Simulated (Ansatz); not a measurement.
Molecule: sum formula H₅SiO₄ (charge +1, singlet). It need not be the lowest isomer of its formula. 
Coordinates optimised at B3LYP-D3(BJ)/def2-TZVP (Ansatz, a program for electronic structure):
```
Si
O 1 1.5920
H 2 0.9629 1 125.63
O 1 1.5933 2 113.05 3 160.91
H 4 0.9632 1 124.28 2 -15.33
O 1 1.5965 2 120.04 3 14.72
H 6 0.9625 1 125.55 2 108.96
O 1 1.8172 2 103.67 3 -88.53
H 8 0.9714 1 123.13 2 -64.52
H 8 0.9723 9 112.03 1 153.45
```
Charge +1, spin multiplicity 1.

Basis-set convergence of Hartree-Fock and MP2 correlation energies (hartree) with Ansatz. Cores are frozen in the correlated levels unless marked. No spin-orbit coupling. Non-relativistic.

```csv
basis,functions,E(HF),"E(corr, MP2)"
cc-pV(D+d)Z,104,-591.26102,-0.84041
cc-pV(T+d)Z,229,-591.40584,-1.07344
cc-pV(Q+d)Z,434,-591.43549,-1.15938
cc-pV(5+d)Z,739,-591.44251,-1.19470
```

Extrapolating the two largest sets (X = 4 and 5) as X^-3: E(corr) = (125·(-1.19470) - 64·(-1.15938))/61 = -1.2318 Eh, an estimate of the basis-set limit. The largest set recovers 97.0 % of it, the smallest 68.2 %.
